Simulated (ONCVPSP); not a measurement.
Configuration tests for iron (ONCV)

ONCVPSP 4.0.1 input, shortened (lines: element, Z, core and valence counts, functional; n l f; lmax; l rc ep ncon nbas qcut; lloc lpopt rc5 dvloc0; l nproj debl; icmod fcfact rcfact), BLYP, scalar-relativistic:

```
  Fe 26.00    3    4  -106131      upf
    1    0    2.00
    2    0    2.00
    2    1    6.00
    3    0    2.00
    3    1    6.00
    3    2    6.50
    4    0    1.50
    2
    0    1.40    0.00    4    7    8.60
    1    1.15    0.00    3    7   13.80
    2    1.75    0.00    3    8    9.90
    4    2    0.75    1.00
    0    2    2.00
    1    2    0.30
    2    2    1.30
    3    3.25    1.50
```

In the p channel the program set the typed energies aside and used -2.112, 0.250 Ha.

Energies are relative to the spin-unpolarised reference configuration 3s2 3p6 3d6.5 4s1.5; without spin polarisation the order of configurations can differ from experiment.

```
valence configuration  charge  ΔE all-electron (eV)  error AE − PS (meV)
      3s2 3p6 3d6 4s0      +2                25.817                 -3.2
  3s2 3p6 3d6 4s1 4p1       0                 4.830                 +7.5
```

Problem. What are ΔE and the potential's error for 3s2 3p6 3d6 4s2?

Solution. ΔE = 0.707 eV all-electron; the error (AE − PS) is +13 meV.

Problem. What are ΔE and the potential's error for 3s2 3p6 3d6 4s1?

Solution. ΔE = 9.436 eV all-electron; the error (AE − PS) is +4.2 meV.

Levels in the configuration 3s2 3p6 3d6 4s1:

| level | all-electron (eV) | pseudo (eV) |
| --- | --- | --- |
| 3s | -102.316 | -102.302 |
| 3p | -68.435 | -68.426 |
| 3d | -15.910 | -15.879 |
| 4s | -12.411 | -12.418 |
